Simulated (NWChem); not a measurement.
Molecule: CrNH2S2Cl; SMILES [Cl][Cr](=[NH])(=[S])[SH]

```xyz
7

Cr     0.0663     0.0204    -0.2319
N      0.0830    -0.0379    -1.8242
H      0.6383    -0.1456    -2.6766
S      1.8858    -0.2370     0.4958
Cl    -0.7560     1.9188     0.3850
S     -1.1373    -1.6941     0.4484
H     -1.9340    -1.7999    -0.6385
```
Atoms are numbered in this order, from 1.

All runs: NWChem. Pople sets run with spherical d functions. The geometry was optimised at B3LYP/6-31G* (spherical d). No frequency run checked for a minimum. Total energies compare along this basis series because the functional is fixed.

```json
[
 {"level": "TPSS/STO-3G", "basis functions": "52", "energy (Ha)": "-2331.8091", "highest occupied level (eV)": "-3.60", "orbital gap (eV)": "2.72", "dipole (D)": "3.04"},
 {"level": "TPSS/3-21G", "basis functions": "79", "energy (Ha)": "-2345.6586", "highest occupied level (eV)": "-7.07", "orbital gap (eV)": "2.10", "dipole (D)": "3.78"},
 {"level": "TPSS/6-31G*", "basis functions": "106", "energy (Ha)": "-2357.0875", "highest occupied level (eV)": "-6.78", "orbital gap (eV)": "2.07", "dipole (D)": "3.14"}
]
```
